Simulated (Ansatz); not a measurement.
`[CH3][SnH2][CH2]F` at its PBE0-D4/def2-TZVP geometry, where that method's forces vanish. The species carries charge 0 and has multiplicity 1. Sn: def2 effective core potential.

```xyz
11

C     0.7931   -0.1153    1.5988
Sn   -0.2210    0.8521   -0.0141
C    -0.5396   -0.6073   -1.5901
F    -1.1156   -1.7513   -1.0490
H     0.8820    0.5590    2.4504
H     0.2305   -0.9989    1.8998
H     1.7905   -0.4206    1.2823
H    -1.7371    1.4584    0.4954
H     0.7152    2.1379   -0.6530
H     0.4085   -0.8915   -2.0549
H    -1.2065   -0.2226   -2.3657
```

Q: What forces (eV/Å) does PBE-D4/def2-TZVPP give on these atoms in Ansatz 0.2.0? (An estimate is asked.)

A: The calculation gave: 
```
C1   0.033 -0.030  0.050
Sn2 -0.015  0.129 -0.015
C3   0.116  0.206 -0.151
F4  -0.256 -0.506  0.246
H5   0.013  0.127  0.156
H6  -0.108 -0.164  0.054
H7   0.185 -0.055 -0.063
H8  -0.157  0.063  0.057
H9   0.099  0.140 -0.056
H10  0.222 -0.028 -0.105
H11 -0.132  0.120 -0.173
```
